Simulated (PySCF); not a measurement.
PySCF input (TPSSh/def2-TZVPD):

```python
from pyscf import gto, scf, dft

mol = gto.M(
    atom='''
    Ge   -0.00000000   -0.00000000   -1.59327959
    I     0.00000000    0.00000000    0.96198013
    ''',
    basis='def2-tzvpd',
    ecp='def2-tzvp',
    charge=0,
    spin=1,
    symmetry='C2v',
    verbose=4,
)

mf = dft.UKS(mol, xc='tpssh').density_fit(auxbasis='def2-universal-jkfit')
mf.grids.level = 3
mf.conv_tol = 1e-9
mf.max_cycle = 100
mf.max_memory = 1500
mf.kernel()
if not mf.converged:
    mf = mf.newton()
    mf.kernel(mf.make_rdm1())
mf.analyze()
```

Output:

```
ECP def2-tzvp not found for  Ge
PySCF version 2.14.0

[INPUT] verbose = 4
[INPUT] num. atoms = 2
[INPUT] num. electrons = 57
[INPUT] charge = 0
[INPUT] spin (= nelec alpha-beta = 2S) = 1
[INPUT] symmetry C2v subgroup None
[INPUT] Mole.unit = angstrom
[INPUT] Symbol           X                Y                Z      unit          X                Y                Z       unit  Magmom
[INPUT]  1 Ge     0.000000000000   0.000000000000  -1.593279590000 AA    0.000000000000   0.000000000000  -3.010862064959 Bohr   0.0
[INPUT]  2 I      0.000000000000   0.000000000000   0.961980130000 AA    0.000000000000   0.000000000000   1.817878982973 Bohr   0.0

nuclear repulsion = 165.674653508803
point group symmetry = Coov, use subgroup C2v
symmetry origin: [0.00000000e+00 0.00000000e+00 2.22320797e-10]
symmetry axis x: [1. 0. 0.]
symmetry axis y: [0. 1. 0.]
symmetry axis z: [0. 0. 1.]
num. orbitals of irrep A1 = 49
num. orbitals of irrep A2 = 12
num. orbitals of irrep B1 = 26
num. orbitals of irrep B2 = 26
number of shells = 37
number of NR pGTOs = 210
number of NR cGTOs = 113
basis = def2-tzvpd
ecp = def2-tzvp

******** <class 'pyscf.df.df_jk.DFSymAdaptedUKS'> ********
method = DFSymAdaptedUKS
initial guess = minao
damping factor = 0
level_shift factor = 0
DIIS = <class 'pyscf.scf.diis.CDIIS'>
diis_start_cycle = 1
diis_space = 8
diis_damp = 0
SCF conv_tol = 1e-09
SCF conv_tol_grad = None
SCF max_cycles = 100
direct_scf = False
number electrons alpha = 29  beta = 28
XC library pyscf.dft.libxc version 7.1.2
    S. Lehtola, C. Steigemann, M. J. T. Oliveira, and M. A. L. Marques,  SoftwareX 7, 1–5 (2018)
XC functionals = tpssh
    V. N. Staroverov, G. E. Scuseria, J. Tao, and J. P. Perdew,  J. Chem. Phys. 119, 12129 (2003)
radial grids:
    Treutler-Ahlrichs [JCP 102, 346 (1995); DOI:10.1063/1.469408] (M4) radial grids

becke partition: Becke, JCP 88, 2547 (1988); DOI:10.1063/1.454033
pruning grids: <function nwchem_prune>
grids dens level: 3
symmetrized grids: C2v
atomic radii adjust function: <function treutler_atomic_radii_adjust>
small_rho_cutoff = 0
Freeze 0 electrons in irreps []
    57 free electrons in irreps A1 A2 B1 B2
Set gradient conv threshold to 3.16228e-05
[...]
beta  HOMO (B1) = -0.267109150402455  LUMO (B2) = -0.123429548070916
  HOMO = -0.173999338823  LUMO = -0.136083808439  gap/eV = 1.03173
Extra cycle  E= -2374.58579424322  delta_E= -3.77e-11  |g|= 2.84e-06  |ddm|= 1.52e-05
converged SCF energy = -2374.58579424322  <S^2> = 0.75486712  2S+1 = 2.0048612
**** SCF Summaries ****
Total Energy =                       -2374.585794243218970
Nuclear Repulsion Energy =             165.674653508802606
One-electron Energy =                -3742.586403773733764
Two-electron Energy =                 1202.325956021712045
Two-electron Coulomb Energy =         1303.409249921124001
DFT Exchange-Correlation Energy =     -101.083293899412055
HOMO-LUMO gap [eV] =                     1.031734133424274
Wave-function symmetry = B1
alpha occupancy for each irrep:     A1   A2   B1   B2
                                    14    2    7    6
beta  occupancy for each irrep:     A1   A2   B1   B2
                                    14    2    6    6
**** MO energy ****
alpha MO #1 (A1 #1), energy= -398.503234581116 occ= 1
alpha MO #2 (A1 #2), energy= -49.6151725119328 occ= 1
alpha MO #3 (B2 #1), energy= -44.1090118654963 occ= 1
alpha MO #4 (A1 #3), energy= -44.1068459488353 occ= 1
alpha MO #5 (B1 #1), energy= -44.1064253816833 occ= 1
alpha MO #6 (A1 #4), energy= -6.7601453136089 occ= 1
alpha MO #7 (A1 #5), energy= -6.18096793971209 occ= 1
alpha MO #8 (A1 #6), energy= -4.79281476194157 occ= 1
alpha MO #9 (B2 #2), energy= -4.78949317909231 occ= 1
alpha MO #10 (B1 #2), energy= -4.78692642661631 occ= 1
alpha MO #11 (B2 #3), energy= -4.35178301330484 occ= 1
alpha MO #12 (A1 #7), energy= -4.34496303281487 occ= 1
alpha MO #13 (B1 #3), energy= -4.34246627207976 occ= 1
alpha MO #14 (A1 #8), energy= -1.86692920803687 occ= 1
alpha MO #15 (B2 #4), energy= -1.86597634165201 occ= 1
alpha MO #16 (B1 #4), energy= -1.86387146033744 occ= 1
alpha MO #17 (A2 #1), energy= -1.86093211099007 occ= 1
alpha MO #18 (A1 #9), energy= -1.86067854560193 occ= 1
alpha MO #19 (A1 #10), energy= -1.18419637603039 occ= 1
alpha MO #20 (B2 #5), energy= -1.18273223532787 occ= 1
alpha MO #21 (A2 #2), energy= -1.18066849265744 occ= 1
alpha MO #22 (A1 #11), energy= -1.17543067558545 occ= 1
alpha MO #23 (B1 #5), energy= -1.17528800981104 occ= 1
alpha MO #24 (A1 #12), energy= -0.675774284231807 occ= 1
alpha MO #25 (A1 #13), energy= -0.473040440022857 occ= 1
alpha MO #26 (A1 #14), energy= -0.288464948842289 occ= 1
alpha MO #27 (B1 #6), energy= -0.27738945114676 occ= 1
alpha MO #28 (B2 #6), energy= -0.276601913545782 occ= 1
alpha MO #29 (B1 #7), energy= -0.173999338822505 occ= 1
alpha MO #30 (B2 #7), energy= -0.136083808438791 occ= 0
alpha MO #31 (A1 #15), energy= -0.0513846174058262 occ= 0
alpha MO #32 (A1 #16), energy= 0.0131055883187547 occ= 0
alpha MO #33 (B2 #8), energy= 0.028024469500501 occ= 0
alpha MO #34 (B1 #8), energy= 0.0289526054471523 occ= 0
alpha MO #35 (A1 #17), energy= 0.0297120892755588 occ= 0
alpha MO #36 (A2 #3), energy= 0.0621767799080866 occ= 0
alpha MO #37 (A1 #18), energy= 0.0631424943140346 occ= 0
alpha MO #38 (A1 #19), energy= 0.071107605495758 occ= 0
alpha MO #39 (B1 #9), energy= 0.0899296755697822 occ= 0
alpha MO #40 (B2 #9), energy= 0.0920440538320558 occ= 0
alpha MO #41 (B1 #10), energy= 0.118411509543631 occ= 0
alpha MO #42 (B2 #10), energy= 0.119401130333893 occ= 0
alpha MO #43 (A2 #4), energy= 0.126257387153862 occ= 0
alpha MO #44 (A1 #20), energy= 0.126641560905551 occ= 0
alpha MO #45 (A1 #21), energy= 0.127527931555525 occ= 0
alpha MO #46 (A1 #22), energy= 0.163920955995277 occ= 0
alpha MO #47 (B2 #11), energy= 0.252027334906054 occ= 0
alpha MO #48 (B1 #11), energy= 0.254966723855391 occ= 0
alpha MO #49 (A1 #23), energy= 0.266023390301542 occ= 0
alpha MO #50 (B1 #12), energy= 0.28309850036669 occ= 0
alpha MO #51 (B2 #12), energy= 0.283398745937656 occ= 0
alpha MO #52 (A2 #5), energy= 0.286841898063927 occ= 0
alpha MO #53 (A1 #24), energy= 0.290373244929753 occ= 0
alpha MO #54 (A1 #25), energy= 0.342693611275858 occ= 0
alpha MO #55 (A2 #6), energy= 0.363327064947601 occ= 0
alpha MO #56 (A1 #26), energy= 0.364467985461288 occ= 0
alpha MO #57 (B1 #13), energy= 0.384542224879723 occ= 0
alpha MO #58 (B2 #13), energy= 0.387465304270208 occ= 0
alpha MO #59 (A1 #27), energy= 0.4134161725535 occ= 0
alpha MO #60 (B1 #14), energy= 0.436424539264806 occ= 0
alpha MO #61 (B2 #14), energy= 0.439056233247733 occ= 0
alpha MO #62 (A1 #28), energy= 0.490522699091117 occ= 0
alpha MO #63 (A1 #29), energy= 0.525639313718582 occ= 0
alpha MO #64 (A1 #30), energy= 0.742813115083068 occ= 0
alpha MO #65 (B2 #15), energy= 0.800369246925229 occ= 0
alpha MO #66 (B1 #15), energy= 0.802257560226117 occ= 0
alpha MO #67 (A2 #7), energy= 0.819048869335708 occ= 0
alpha MO #68 (A1 #31), energy= 0.819549194856401 occ= 0
alpha MO #69 (A1 #32), energy= 0.838651901174581 occ= 0
alpha MO #70 (B1 #16), energy= 0.851950513470634 occ= 0
alpha MO #71 (B2 #16), energy= 0.851960171735151 occ= 0
alpha MO #72 (A2 #8), energy= 0.991831459699785 occ= 0
alpha MO #73 (A1 #33), energy= 0.994310293456627 occ= 0
alpha MO #74 (B1 #17), energy= 1.00055834340263 occ= 0
alpha MO #75 (B2 #17), energy= 1.00199185933795 occ= 0
alpha MO #76 (B2 #18), energy= 1.01333303716847 occ= 0
alpha MO #77 (B1 #18), energy= 1.01418540653259 occ= 0
alpha MO #78 (A2 #9), energy= 1.0518391945778 occ= 0
alpha MO #79 (A1 #34), energy= 1.05434436777063 occ= 0
alpha MO #80 (A1 #35), energy= 1.10859979754514 occ= 0
alpha MO #81 (B2 #19), energy= 1.1723353888315 occ= 0
alpha MO #82 (B1 #19), energy= 1.17579758189795 occ= 0
alpha MO #83 (A1 #36), energy= 1.27987872891718 occ= 0
alpha MO #84 (B2 #20), energy= 1.30684251916311 occ= 0
alpha MO #85 (B1 #20), energy= 1.31043906710372 occ= 0
alpha MO #86 (A2 #10), energy= 1.49063732526862 occ= 0
alpha MO #87 (A1 #37), energy= 1.49071394287038 occ= 0
alpha MO #88 (A1 #38), energy= 1.49336057560579 occ= 0
alpha MO #89 (B2 #21), energy= 1.50407364558108 occ= 0
alpha MO #90 (B1 #21), energy= 1.50687358804224 occ= 0
alpha MO #91 (A1 #39), energy= 1.61332291933128 occ= 0
alpha MO #92 (B2 #22), energy= 2.69047676976261 occ= 0
alpha MO #93 (A2 #11), energy= 2.6949543651757 occ= 0
alpha MO #94 (A1 #40), energy= 2.69711498793634 occ= 0
alpha MO #95 (B1 #22), energy= 2.70397599281456 occ= 0
alpha MO #96 (A1 #41), energy= 2.77871971832461 occ= 0
alpha MO #97 (B1 #23), energy= 3.02402458449692 occ= 0
alpha MO #98 (B2 #23), energy= 3.02402525851575 occ= 0
alpha MO #99 (A1 #42), energy= 3.03017386467613 occ= 0
alpha MO #100 (A2 #12), energy= 3.0301880166592 occ= 0
alpha MO #101 (B2 #24), energy= 3.11375876598881 occ= 0
alpha MO #102 (B1 #24), energy= 3.11678118278157 occ= 0
[...]
```
